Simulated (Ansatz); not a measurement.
`[CH2]1[AlH][GaH]1`, relaxed with RKS PBE0-D4/def2-TZVP in Ansatz from a GFN2-xTB geometry. The force threshold is 0.005 eV/Å; the program also tests the step.

The species carries charge 0 and has multiplicity 1.

Start:

```xyz
7

C     0.734    0.531    0.366
Al   -1.184    0.587    0.406
Ga   -0.202   -1.522   -0.737
H     1.037    1.182   -0.482
H     1.376    0.838    1.206
H    -2.653    1.152    0.678
H     0.892   -2.768   -1.437
```

(1) How much energy does the relaxation release, and in how many steps? (An estimate is asked.)

(2) Which bonds change most? (Estimate.)

(3) Give the relaxed structure. (Best estimate.)

Results:

(1) The calculation gave: 19.77 kcal/mol, in 13 steps, 1 of them rejected.

(2) Computed: C1–Ga3 from 2.512 to 2.094 Å; Ga3–H7 from 1.799 to 1.574 Å; Al2–Ga3 from 2.593 to 2.394 Å; C1–Al2 from 1.920 to 1.907 Å.

(3) The calculation gave: 
```xyz
7

C     0.585    0.468    0.337
Al   -1.306    0.598    0.126
Ga   -0.021   -1.242   -0.708
H     1.103    0.723   -0.615
H     1.271    0.700    1.153
H    -2.565    1.137    0.928
H     0.933   -2.384   -1.221
```
